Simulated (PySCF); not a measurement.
[(E)-2-silylethenyl]silane (C2H8Si2), SMILES C(/[SiH3])=C\[SiH3].

The structure is a stationary point at PBE0-D3(BJ)/def2-SVP.

Computed with PBE/def2-TZVP run with PySCF.

The molecule is in vacuum.

The total energy is -659.59349 hartree. The point group is C2h and the highest occupied level is -6.94 eV. The lowest empty level is -2.00 eV and the orbital gap comes out as 4.94 eV. The dipole moment comes out as 0.00 D and the quadrupole, principal values (traceless, Buckingham form, about the centre of nuclear charge) comes out as -2.11, -1.16, 3.27 D·Å. The mean static polarisability is 84.9 bohr³ (12.59 Å³) and the polarisability, principal values is 64.6, 72.5, 117.7 bohr³.
